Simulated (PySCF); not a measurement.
The dipole of `[SiH]1(CCl)OCCO1` from its density and from atomic charges.

Coordinates (PBE0-D3(BJ)/def2-SVP, Å) and charges (e) from the PBE0/pcSseg-1 density (PySCF):

| atom | x | y | z | Mulliken | IAO | Hirshfeld | ESP-fitted |
| --- | --- | --- | --- | --- | --- | --- | --- |
| Cl1 | 3.103 | -1.148 | 1.223 | -0.1582 | -0.0885 | -0.0608 | -0.0907 |
| C2 | 2.249 | 0.031 | 0.175 | -0.5197 | -0.5691 | -0.1288 | -0.6884 |
| Si3 | 0.598 | -0.717 | -0.302 | +1.1098 | +1.3162 | +0.4626 | +0.9664 |
| O4 | -0.297 | 0.264 | -1.327 | -0.6303 | -0.6454 | -0.2478 | -0.5104 |
| C5 | -1.378 | 0.835 | -0.611 | +0.0260 | -0.0678 | -0.0002 | +0.0721 |
| C6 | -1.692 | -0.103 | 0.563 | +0.0335 | -0.0675 | +0.0009 | +0.1070 |
| O7 | -0.468 | -0.671 | 0.989 | -0.6246 | -0.6402 | -0.2442 | -0.4986 |
| H8 | 2.883 | 0.232 | -0.701 | +0.1887 | +0.1762 | +0.0553 | +0.2601 |
| H9 | 2.123 | 0.966 | 0.738 | +0.1853 | +0.1757 | +0.0547 | +0.2806 |
| H10 | 0.808 | -2.061 | -0.893 | -0.1015 | -0.1452 | -0.0718 | -0.1317 |
| H11 | -1.096 | 1.839 | -0.242 | +0.1141 | +0.1268 | +0.0380 | +0.0567 |
| H12 | -2.244 | 0.952 | -1.281 | +0.1308 | +0.1496 | +0.0508 | +0.0676 |
| H13 | -2.158 | 0.437 | 1.402 | +0.1289 | +0.1505 | +0.0512 | +0.0628 |
| H14 | -2.388 | -0.902 | 0.245 | +0.1174 | +0.1286 | +0.0401 | +0.0465 |

Task: Compute μ = Σ q r for each scheme (1 e·Å = 4.803 D) and compare with the dipole of the full density.

Result: The full density gives (-1.73, 1.84, -0.85) D, 2.66 D in size; dipole vectors point from the negative to the positive end.

```tsv
scheme	μx	μy	μz	size (D)	share of the full size (%)	angle to the full dipole (°)
Mulliken	-3.51	1.72	-1.39	4.15	156	20
IAO	-1.98	0.89	-1.07	2.42	91	22
Hirshfeld	-0.77	0.72	-0.36	1.11	42	3
ESP-fitted	-1.77	1.90	-0.87	2.74	103	0
```

Task: Which set comes closest?

Result: Length of the difference vector: ESP-fitted 0.08 D, IAO 1.01 D, Hirshfeld 1.55 D, Mulliken 1.87 D. Closest: ESP-fitted. ESP charges are fitted to the potential around the molecule, whose slowest-falling term is the dipole's. 

Task: What is left for the Hirshfeld atoms' own dipoles?

Result: The Hirshfeld atoms' densities add up to the full density, so μ = Σ q r + Σ (atomic dipoles). The atomic dipoles sum to (-1.73, 1.84, -0.85) − (-0.77, 0.72, -0.36) = (-0.96, 1.12, -0.49) D, 1.55 D in size.

Task: With the origin at the mean of the coordinates, (0.003, -0.003, -0.002) Å, which are the largest single terms, by size, of the Mulliken dipole along the direction of the full one?

Result: Si3 -4.17, C2 +3.71, O4 -2.44, Cl1 +2.42, H12 +1.59 D; all 14 atoms together +3.91 D. The single terms depend on the origin, their sum doesn't.

Task: Give the size of the full dipole in other units.

Result: 2.66 D = 1.048 au = 0.555 e·Å = 8.89 × 10⁻³⁰ C·m.

Geometry: PBE0-D3(BJ)/def2-SVP, one conformer, isolated molecule.
